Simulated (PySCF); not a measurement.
Compound: C3H3F3O2.
Numbering: `[F:1][CH:2]1[O:3][C@@H:4]([F:5])[C@H:6]([F:7])[O:8]1` (hydrogens: H9 on C2; H10 on C4; H11 on C6)

The same species was optimised twice, with GFN2-xTB and with PBE0-D3(BJ)/def2-SVP (PySCF), and the same property calculations (PySCF, gas phase) were run on both structures.

```csv
coordinate,GFN2-xTB,PBE0-D3(BJ)/def2-SVP,change
F1–C2 (Å),1.369,1.344,-0.025
C4–C6 (Å),1.547,1.528,-0.019
O3–C4 (Å),1.388,1.377,-0.011
C2–O8 (Å),1.373,1.382,+0.009
C2–O3 (Å),1.378,1.386,+0.008
C6–F7 (Å),1.363,1.357,-0.006
C4–F5 (Å),1.362,1.360,-0.002
C6–O8 (Å),1.383,1.381,-0.002
C2–O8–C6 (°),107.1,109.0,+1.9
C2–O3–C4 (°),108.6,110.3,+1.7
O3–C4–F5 (°),109.0,110.3,+1.3
O3–C2–O8 (°),108.4,107.2,-1.2
F1–C2–O8 (°),109.9,110.9,+1.0
C4–C6–O8 (°),103.5,102.7,-0.8
O3–C4–C6 (°),104.2,103.5,-0.7
F5–C4–C6 (°),109.8,109.5,-0.3
```

Rotational constants: A = 2998, B = 2078, C = 1527 MHz (GFN2-xTB) against A = 3003, B = 2062, C = 1517 MHz (PBE0-D3(BJ)/def2-SVP). Point groups within 0.08 Å: C1 and C1.

On the GFN2-xTB structure: isotropic polarisability (au) 44.2 [PBE0/def2-SVPD]; HOMO (eV) -9.96 [PBE0/def2-SVPD]; LUMO (eV) 0.69 [PBE0/def2-SVPD]; dipole (D) 1.13 [PBE0/def2-SVPD].

Question: What do these properties become on the PBE0-D3(BJ)/def2-SVP structure?

Answer: 
```tsv
property	level	on GFN2-xTB	on PBE0-D3(BJ)/def2-SVP	change
isotropic polarisability (au)	PBE0/def2-SVPD	44.2	44.3	+0.1
HOMO (eV)	PBE0/def2-SVPD	-9.96	-10.12	-0.16
LUMO (eV)	PBE0/def2-SVPD	0.69	0.67	-0.02
dipole (D)	PBE0/def2-SVPD	1.13	1.39	+0.26
energy, GFN2-xTB geometry as zero (kcal/mol)	PBE0/def2-SVPD	0.0	-1.0	-1.0
```

The heavy atoms differ by 0.147 Å rms after alignment. Among bonds between heavy atoms F1–C2 changes most (-0.025 Å). Changes are differences of the printed values. Neither structure is proved a minimum here.
